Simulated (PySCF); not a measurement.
Species: C5H2ClN.
Atom-mapped SMILES: `[CH2:1]=[C:2]1[C:3]([Cl:4])=[C:5]1[C:6]#[N:7]`

NICS = −σ at a ghost point: NICS(0) at the centroid of the ring atoms, NICS(1) 1 Å to either side along the normal of their mean plane, zz for the tensor component along that normal. Level: GIAO PBE0/pcSseg-1 (PySCF, non-relativistic, gas phase) on the GFN2-xTB geometry, one conformer.

Ring bond lengths (Å), with Mayer bond orders in brackets: C2–C3 1.433 (0.87), C3–C5 1.343 (1.42), C5–C2 1.482 (0.72).

**Question.** What do the NICS probes read (ppm)?

**Answer.** 
```
    ring                                                    type  NICS(0)  NICS(1), two faces  NICS(1)zz, two faces  rms pucker (Å)  centre to ring atoms, mean (Å)
C2–C3–C5  3-membered carbocycle; formal bonds 1 double, 2 single    -25.2         -6.8 / -6.8           -8.4 / -8.4            0.00                            0.82
```

**Question.** What can be read from them?

**Answer.** 
- C2–C3–C5: mean NICS(1)zz -8.4 ppm, shielded. NICS(0) lies 18 ppm below the mean NICS(1).

**Question.** What does the geometric index give? Use HOMA with the parameters of Krygowski (1993).

**Answer.** 
- C2–C3–C5: HOMA -0.11 = 1 − EN − GEO, with mean bond length 1.419 Å, EN = α(Ropt − mean)² = 0.251 and GEO = α × variance = 0.861.

**Question.** What is the mean of the two in-plane components of NICS at the second NICS(1) probe listed for ring C2–C3–C5, 1 Å off the ring?

**Answer.** The isotropic value is a third of the trace: (3 × -6.8 − (-8.4))/2 = -6.0 ppm.

**Question.** Give the inner angles of the rings and the Hirshfeld charges of the ring atoms.

**Answer.** 
- C2–C3–C5: C2 54.8° (+0.002 e), C3 64.5° (+0.047 e), C5 60.7° (+0.021 e); sum 180.0° against 180° for a flat convex ring.

**Question.** What are the shieldings of the ring atoms and their hydrogens in the same run (means over atoms taken as equivalent)?

**Answer.** 
| atoms | environment | σ isotropic (ppm) |
| --- | --- | --- |
| C2 | fully substituted alkene carbon | 61.3 |
| C3 | vinylic C–Cl carbon | 31.9 |
| C5 | fully substituted alkene carbon | 67.4 |
